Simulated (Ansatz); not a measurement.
NbBr3, SMILES [Br][Nb]([Br])[Br] (connectivity only; charge and spin as stated), neutral, multiplicity 3.

Coordinates come from a B3LYP-D3(BJ)/def2-SVP optimisation. The multiplicity is an assumed one; other spin states were not compared. The def2 effective core potentials stand for the cores of Nb; spin–orbit coupling is left out.

Two levels are set side by side: PBE/def2-TZVPD (Ansatz, a quantum-chemistry and plane-wave program) and PBE0/def2-TZVPD (Ansatz). Energy differences of separate SCF runs at the same geometry; the states with an electron removed or added have multiplicity 2 and 4. Differences are taken from unrounded values.

| quantity | PBE0 | PBE | PBE minus PBE0 |
|---|---|---|---|
| vertical ionisation energy (eV) | 8.08 | 7.60 | -0.48 |
| vertical electron affinity (eV) | 2.18 | 1.94 | -0.24 |
